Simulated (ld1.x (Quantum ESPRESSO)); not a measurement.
# Configuration tests for Li (Z = 3) (TM)

Li (Z = 3), norm-conserving Troullier–Martins (Kleinman–Bylander form), made with ld1.x (Quantum ESPRESSO) 7.5 (LDA (PZ), non-relativistic). Core none, reference 1s2 2s0.75 2p0.25. Waves: 1s (bound): rc 0.50 bohr; 2p (bound): rc 4.20 bohr; 3d channel at -0.05 Ry: rc 4.10 bohr. Local part: all-electron potential smoothed inside 1.25 bohr (lloc = -1). Core correction: none.

Occupied shells without a wave of their own: 2s. They enter only through the test configuration that unscreens the potential.

Energies are relative to the spin-unpolarised reference configuration 1s2 2s0.75 2p0.25; without spin polarisation the order of configurations can differ from experiment. Spin-polarised rows fill each open shell by Hund’s rule, majority spin first.

```
       valence configuration  charge  ΔE all-electron (eV)  error AE − PS (meV)
                 1s2 2s0 2p0      +1                 4.802                  +33
               1s2 2s0.5 2p0    +0.5                 1.607                 +8.7
                 1s2 2s0 2p1       0                 1.316                  +14
                 1s1 2s1 2p0      +1                66.935                  -55
1s2 2s1 2p0 (spin-polarised)       0                -0.670                 -7.6
```

What are ΔE and the potential's error for 1s2 2s1 2p0?

ΔE = -0.437 eV all-electron; the error (AE − PS) is -6.2 meV.

What are ΔE and the potential's error for 1s2 2s0.75 2p0.25 (spin-polarised)?

ΔE = -0.214 eV all-electron; the error (AE − PS) is +0.2 meV.

Levels in the configuration 1s2 2s0 2p1:

```json
{"level": "1s", "all-electron (eV)": "-52.538", "pseudo (eV)": "-52.576"}
{"level": "2p", "all-electron (eV)": "-1.583", "pseudo (eV)": "-1.578"}
```
